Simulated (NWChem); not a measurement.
Relativistic effects in GaP

```xyz
2

Ga     0.0000     0.0000     0.7355
P      0.0000     0.0000    -1.5201
```
Charge 0, spin multiplicity 3.

All runs are NWChem calculations. Structure: optimised with UB3LYP/def2-SVP, a minimum by its harmonic frequencies.

Functional B3LYP, all-electron basis x2c-SVPall-2c, contracted for the X2C Hamiltonian and used here with ZORA. The ion keeps the geometry and has multiplicity 4 in the scalar run; the spin-orbit run starts from the same electron counts.

The cost column gives rough processor time relative to scalar ZORA; each entry includes its own SCF.

B3LYP has NWChem's definition, with VWN1-RPA local correlation. This spin state was chosen for the runs; another may lie lower. The structure started from a generated list of species. The stability of the SCF solutions was not checked.

```csv
Hamiltonian,ΔSCF ionisation energy (eV),relative cost
scalar ZORA,7.79,1
spin-orbit ZORA,7.80,under 3
```

From scalar ZORA to spin-orbit ZORA the ionisation energy goes up by 0.01 eV.
